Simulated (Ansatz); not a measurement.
`C[SiH](O)I` → `[OH]`• + `C[SiH]I`•  (homolysis of the O–Si bond)

Program: Ansatz. Geometries: PBE0-D4/def2-TZVP. ΔE: electronic, gas phase. CCSD(T)/CBS adds triple-zeta CCSD(T) − MP2 to the extrapolated MP2 energy (def2 sets, frozen cores). This one scheme is used for every species. Functionals use def2-TZVPP. Open shells (•) are unrestricted, without spin–orbit coupling. Elements past krypton have def2 core potentials. For I outer-core shells are correlated without core-valence functions, which leaves a few kJ/mol of doubt a bond. Each species was taken in one conformer, which may not be the lowest.

```tsv
level	ΔE (kJ/mol)
PBE0	516.8
CCSD/CBS(def2)	540.5
```

Problem. What does CCSD(T)/CBS give? (Estimate.)

Solution. The calculation gave: +549.9 kJ/mol. The listed levels differ from it by -33.1, -9.4 kJ/mol.

Largest T1 diagnostic among the species: 0.011.

From PBE to PBE0 (25 % exact exchange), in def2-TZVPP and without D4, ΔE moves by −5.5 kJ/mol: exact exchange takes away binding that semilocal exchange gives to molecules. The D4 term adds +7.8 kJ/mol with B3LYP and +4.3 kJ/mol with PBE0; it sums over pairs of atoms, weighted by their polarisabilities, and B3LYP, whose exchange is more repulsive, gets the larger term.

B3LYP here is the variant with VWN-RPA as its local correlation; programs differ in this.
